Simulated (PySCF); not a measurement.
FGeH3Zn, SMILES [F][Zn][GeH3]. Geometry: PBE-D3(BJ)/def2-SVP. The structure was generated by enumeration; whether it is a known compound was not checked.

These are PBE-D3(BJ)/def2-SVP run with PySCF values and carry that method's errors.

Harmonic wavenumbers (cm⁻¹): 102, 102, 240, 414, 414, 669, 762, 855, 855, 2066, 2080, 2080. Rotational constants (GHz): 79.83, 1.414, 1.414; symmetry number 3.

Q: Work out the zero-point energy and the ideal-gas rigid-rotor harmonic-oscillator thermochemistry at 298.15 K and 1 atm.

A: ZPE = ½ Σ hcν = ½ × 10639 cm⁻¹ = 63.64 kJ/mol. H − E(el) = 81.16 kJ/mol. Entropy in J/(mol K): translation 172.04, rotation 95.94, vibration 47.60, total 315.58. G − E(el) = -12.93 kJ/mol. Cp = 80.60 J/(mol K). Modes under 150 cm⁻¹ make the vibrational entropy uncertain.
